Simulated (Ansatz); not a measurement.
```yaml
crystal:
  periodic: [false, false, false]
  atoms:
    - {symbol: C, position_ang: [-0.175889, 1.248378, -0.340993]}
    - {symbol: B, position_ang: [0.046648, -0.111210, 0.023363]}
    - {symbol: O, position_ang: [1.030176, -0.787960, 0.293875]}
    - {symbol: Al, position_ang: [-0.209804, -1.896207, 0.446833]}
    - {symbol: H, position_ang: [0.686071, 1.766415, -0.383363]}
    - {symbol: H, position_ang: [-0.792360, 1.690928, 0.319690]}
    - {symbol: H, position_ang: [-0.633737, 1.299873, -1.235492]}
    - {symbol: H, position_ang: [0.133721, -3.262750, 0.824659]}
basis:
  gaussian: {orbitals: def2-SVP, nuclear_model: gaussian}
total_charge: 1
magnetization: {spin_polarized: true, initial_magnetization: 1}
hamiltonian: {xc: {name: HF}}
correlation: {active_space: {window: {electrons: 3, orbitals: 2}}}
output: {forces: true}
```

```sh
$ ansatz run in.yaml --threads 2 --pin off --events-out ev --progress --plain --max-ram 4352MiB
```

Task: How does Ansatz answer? (Best estimate.)

Result: The calculation gave: The program refused the input.
```
Error: invalid value for `correlation.active_space`: it starts from restricted Hartree–Fock orbitals; set hamiltonian.xc: hf without magnetization.spin_polarized
```
